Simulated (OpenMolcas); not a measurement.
Levels of Se by method

* Program: OpenMolcas 26.06
* Basis: ANO-RCC-VQZP [7s6p4d2f1g]
* Scalar Hamiltonian: DKH2, point nucleus
* Active space: 6 electrons in 9 orbitals (RAS2 4s 4p; RAS3 4d, at most 2 electrons)
* State averaging: 2S+1 = 3 even, 3 roots; 2S+1 = 1 even, 6 roots
* Spin-orbit coupling: state interaction with AMFI integrals over the reference wave functions, term energies averaged over their components

Methods on the same reference wave functions:
A. RASSCF
B. SS-RASPT2, IPEA 0.25 Eh, imaginary shift 0.1 Eh (closed shells correlated: 3d)

Energies in cm⁻¹ above 4s² 4p⁴ ³P₂, the measured ground level; measured values from NIST Handbook of Basic Atomic Spectroscopic Data.

```tsv
Level	A	B	Measured
4s² 4p⁴ ³P₂	0.0	0.0	0.0
4s² 4p⁴ ³P₁	1796	1817	1989
4s² 4p⁴ ³P₀	2376	2380	2534
4s² 4p⁴ ¹D₂	11195	9630	9576
4s² 4p⁴ ¹S₀	23900	22530	22446
```

Deviations, from unrounded energies. A percentage is the sum of absolute deviations over the sum of measured energies, with the sign that they share, or ± where signs differ.

```json
{"Against measurement": "mean absolute deviation (cm-1)", "Levels": "4", "A": "860", "B": "120"}
{"Against measurement": "fine structure of the ground term (%)", "Levels": "2", "A": "-7.8", "B": "-7.3"}
{"Against measurement": "other terms of the ground configuration (%)", "Levels": "2", "A": "+9.6", "B": "+0.4"}
```

B lies closest to measurement on these levels. The largest miss of B in the table is 4s² 4p⁴ ³P₁, by -170 cm-1. The ranking rests on the paired levels alone, and a cruder setting can come out closer through cancelling errors.

From A to B the spin-free energies of the other terms of 4s² 4p⁴ shown, above ³P, scale by factors of 0.84 to 0.94.

The lowest spin-free term lies below A's lowest term by 0.152 hartree in B.

CASPT2 breaks the degeneracy within a term, and the mean is taken; among the terms shown or strongly mixed into the levels shown the widest spread is 48 cm-1 (4s² 4p⁴ ¹D, B). Active for correlation alone: 4d; no level in the range computed is led by a configuration that fills it, so any true level of that kind is missing. Without dynamic correlation excited terms often stand tens of per cent too high (terms of higher spin than the ground term too low), and those without a measured partner can miss by more than the paired ones (holds for A). Measured partners are found by configuration, term and J. A level has none where our copy of the source lacks it or the pairing is in doubt (some pairs that miss far off the trend of their configuration count as doubtful), and it then counts in no deviation. Only configurations of the active space appear.
